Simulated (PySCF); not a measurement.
Ag(F) anion (AgF), SMILES [Ag][F] (connectivity only; charge and spin as stated), charge -1, multiplicity 2. Geometry: PBE-D3(BJ)/def2-TZVPD. The multiplicity is an assumed one; other spin states were not compared. The def2 effective core potentials stand for the cores of Ag; spin–orbit coupling is left out.

Computed with PBE-D3(BJ)/def2-TZVPD run with PySCF.

Harmonic wavenumbers (cm⁻¹): 325. Rotational constants (GHz): 6.765 (linear); symmetry number 1.

Task: Work out the zero-point energy and the ideal-gas rigid-rotor harmonic-oscillator thermochemistry at 298.15 K and 1 atm.

Result: ZPE = ½ Σ hcν = ½ × 325 cm⁻¹ = 0.47 kcal/mol. H − E(el) = 2.78 kcal/mol. Entropy in cal/(mol K): translation 40.43, rotation 15.54, vibration 1.28, spin 1.38, total 58.63. G − E(el) = -14.70 kcal/mol. Cp = 8.58 cal/(mol K).
